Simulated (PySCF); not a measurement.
Al(H)(Me)(NCO) (C2H4AlNO), SMILES [CH3][AlH][N]=C=O. Atoms are numbered in the order given.

```xyz
9

Al    -1.0271     0.4196    -0.6388
H     -2.3161    -0.3299    -1.1540
C     -0.6475     2.3156    -0.8672
H      0.2810     2.4621    -1.4470
H     -0.4839     2.8054     0.1088
H     -1.4572     2.8537    -1.3856
N      0.1764    -0.5834     0.2260
C      0.9791    -1.2670     0.8057
O      1.7630    -1.9319     1.3711
```
Charge 0, spin multiplicity 1.

Geometry: B3LYP-D3(BJ)/def2-SVP. A frequency run showed that this geometry is not a minimum. The structure was generated by enumeration; whether it is a known compound was not checked. The values are those of a single conformer.

Two levels are set side by side: PBE/pcSseg-1 (PySCF) and KT2/pcSseg-1 (PySCF). GIAO shifts against H2O (¹⁷O), NH3 (¹⁵N), TMS (¹H), TMS (¹³C) at the same level; non-relativistic, no solvent, atoms listed together averaged. Differences are taken from unrounded values.

| quantity | KT2 |
|---|---|
| δ(¹H) of H2 (ppm) | 5.08 |
| δ(¹³C) of C3 (ppm) | -5.1 |
| δ(¹H) of H4, H5, H6 (ppm) | 0.12 |
| δ(¹⁵N) of N7 (ppm) | 71.0 |
| δ(¹³C) of C8 (ppm) | 123.2 |
| δ(¹⁷O) of O9 (ppm) | 139.0 |

**Question.** What does PBE give, and how far is it from KT2? (Estimate from the structure and the level; the computed values follow.)

**Answer.** 
```json
[
 {"quantity": "δ(¹H) of H2 (ppm)", "PBE": "5.09", "PBE minus KT2": "0.00"},
 {"quantity": "δ(¹³C) of C3 (ppm)", "PBE": "-6.0", "PBE minus KT2": "-0.9"},
 {"quantity": "δ(¹H) of H4, H5, H6 (ppm)", "PBE": "0.10", "PBE minus KT2": "-0.02"},
 {"quantity": "δ(¹⁵N) of N7 (ppm)", "PBE": "77.3", "PBE minus KT2": "6.3"},
 {"quantity": "δ(¹³C) of C8 (ppm)", "PBE": "127.6", "PBE minus KT2": "4.4"},
 {"quantity": "δ(¹⁷O) of O9 (ppm)", "PBE": "151.4", "PBE minus KT2": "12.3"}
]
```

Rough cost on one machine, each run with all the roots and properties that it gave: KT2 against PBE within a factor of 2.
